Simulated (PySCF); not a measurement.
## Ionisation energy of Sn by level of theory

Sn [Kr] 4d10 5s2 5p2 (3P) → Sn⁺ [Kr] 4d10 5s2 5p1 (2P), as a difference of total energies. All numbers are calculated (PySCF 2.14, scalar relativity through the core potential, in def2-SVP with the def2 core potential (28 electrons) (4s4p2d, 26 functions)). Correlated levels: valence: 4s2 4p6 4d10 frozen. The calculations carry no spin-orbit coupling.

Question: Order these methods by the ionisation energy they give, lowest first.
A. UHF
B. BP86
C. SCS-MP2 (valence)
D. CCSD (valence)

Answer: A (6.853 eV), C (7.005 eV), D (7.079 eV), B (7.381 eV).

Errors of the correlated levels include the incompleteness of this basis and the frozen core.

For comparison: 7.389 eV (measured; NIST levels, between the centres of gravity of the two terms).
